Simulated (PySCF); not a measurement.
Mapped SMILES: `[CH3:1][Si@H:2]1[CH:3]=[CH:4][C:5]([C:6]([F:7])([F:8])[F:9])=[CH:10]1`. Each H is labelled by its parent atom.

PySCF 2.14.0 with density-fitted response routines calculation with coordinates at the GFN2-xTB level and NMR shieldings at PBE0/pcSseg-1/GIAO; one computed conformer, gas phase, no relativistic terms, equivalent nuclei averaged.

Problem. List the cross peaks expected in HSQC, COSY and HMBC spectra.

Solution. 

HSQC (one-bond C–H):
| δH | δC |
| --- | --- |
| 7.34 (H(C4)) | 151.7 (C4) |
| 6.84 (H(C10)) | 141.3 (C10) |
| 6.47 (H(C3)) | 141.0 (C3) |
| 0.41 (H(C1)) | -7.0 (C1) |

COSY cross peaks (H two or three bonds apart, from the bond graph; peaks can be absent where the dihedral angle is near 90°):
| δH | δH |
| --- | --- |
| 7.34 (H(C4)) | 6.47 (H(C3)) |
| 6.84 (H(C10)) | 4.91 (H(Si2)) |
| 6.47 (H(C3)) | 4.91 (H(Si2)) |
| 4.91 (H(Si2)) | 0.41 (H(C1)) |

HMBC (two and three bonds, from the bond graph):
| δH | δC |
| --- | --- |
| 7.34 (H(C4)) | 155.4 (C5), 141.3 (C10), 141.0 (C3), 131.9 (C6) |
| 6.84 (H(C10)) | 155.4 (C5), 151.7 (C4), 141.0 (C3), 131.9 (C6), -7.0 (C1) |
| 6.47 (H(C3)) | 155.4 (C5), 151.7 (C4), 141.3 (C10), -7.0 (C1) |
| 4.91 (H(Si2)) | 155.4 (C5), 151.7 (C4), 141.3 (C10), 141.0 (C3), -7.0 (C1) |
| 0.41 (H(C1)) | 141.3 (C10), 141.0 (C3) |

Scale: TMS for 1H and 13C (reference shieldings calculated alike).

Shifts are as computed. Against solution values, carbons near 30 ppm lie about +3 ppm off and those near 130 ppm about +5 ppm. Of 1211 compounds with measured shifts, 218 miss one by over three times the rms of a fit or turn the order of signals round; such compounds aren't used in these exercises.
